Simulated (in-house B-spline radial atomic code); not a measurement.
**B3LYP (VWN-RPA) excitations of W6+**

Method: B3LYP (VWN-RPA). Computed with a B-spline radial code for spherical atoms: linear response of the closed shell [Xe] 4f14 with the functional's adiabatic kernel; scalar-relativistic (spin-free one-electron X2C), finite nucleus, no spin-orbit coupling, no double excitations, S, P, D and F terms only; shells from n = 3 respond. Only terms of natural parity with L up to 3 were computed.

Spin-orbit coupling is strong here, so these LS terms don't match observed levels.

Command:
```bash
python run_td.py task.json out
```
Settings (radii: box in bohr, nucleus in fm):
```
Z                        74
electrons                68
configuration            [Xe] 4f14
hamiltonian              x2c
method                   b3lyp
box_radius               14.35
rms_radius               5.3658
intervals                69
```

Run time, properties included: 4.1 s on 1 thread of Intel(R) Xeon(R) Platinum 8559C (Emerald Rapids), with other jobs on the host.

The lowest states, in the order of their Tamm-Dancoff energies; the method's threshold (minus the highest occupied level) is 112.80 eV. Labels give the largest channel, * marks a mixed state, and oscillator strengths are full-response dipole values. Semilocal kernels can invert the small singlet-triplet splittings of Rydberg terms. Energies in eV:

| state | full response | Tamm-Dancoff | oscillator strength |
| --- | --- | --- | --- |
| 4f → 5d 3P | 38.10 | 38.16 | - |
| 4f → 5d 3F | 38.78 | 38.80 | - |
| 4f → 5d 1F | 39.53 | 39.53 | - |
| 4f → 5d 1P | 40.59 | 40.76 | 0.0432 |
| 5p → 5d 3P | 43.22 | 43.28 | - |
| 5p → 5d 3F | 43.70 | 43.78 | - |
| 5p → 5d 1F | 46.12 | 46.15 | - |
| 4f → 6s 3F | 50.45 | 50.45 | - |
| 4f → 6s 1F | 50.65 | 50.65 | - |
| 5p → 5d 1P | 54.09 | 55.66 | 4.61 |
| 5p → 6s 3P | ? | ? | - |
| 5p → 6s 1P | 56.85 | 57.06 | 1.94 |
| 4f → 6p 3D | ? | ? | - |
| 4f → 6p 1D | 61.62 | 61.63 | - |
| 5p → 6p 3S | 66.21 | 66.22 | - |
| 5p → 6p 3D | 66.75 | 66.76 | - |

(1) Where does 4f → 6p 3D lie?

(2) Where does 5p → 6s 3P lie?

(3) How large is the singlet-triplet splitting of 4f → 5d (F terms) in Tamm-Dancoff?

(4) What polarisabilities and dispersion coefficient does the method give?

## Answers

(1) At 61.23 eV in full response, 61.24 eV in Tamm-Dancoff.

(2) At 55.89 eV in full response, 55.90 eV in Tamm-Dancoff.

(3) 0.73 eV, from the unrounded values.

(4) Dipole 2.039 bohr³, quadrupole 2.593 bohr⁵, C6 7.715 hartree·bohr⁶ for two such species.
